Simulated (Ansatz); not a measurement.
C₂H₆AlFO. Charge 0, multiplicity 1. The bonds changed during the relaxation, so this is another structure than the one it started from.

Z-matrix (Å, degrees):
```
C
Al 1 1.934
O 1 1.524 2 67.6
H 1 1.087 2 124.9 3 94.6
H 1 1.088 2 123.0 3 -99.0
C 2 1.995 1 111.0 3 82.6
H 2 1.583 1 125.4 3 -96.7
H 3 0.967 1 108.3 2 -102.1
F 6 1.424 2 106.1 1 -27.1
H 6 1.095 2 115.8 1 90.8
H 6 1.095 2 114.6 1 -144.1
```

Task: Give the diagnostics of a CCSD(T)/def2-TZVPP run (frozen core, Ansatz). (An estimate is asked.)

Result: Computed: T1 = 0.0117, largest single amplitude 0.011, largest double 0.017, (T) share of the correlation energy 3.4 %, 9 CCSD cycles. The RHF solution is stable towards an unrestricted one. T1 lies under the customary mark of 0.02 for closed shells.
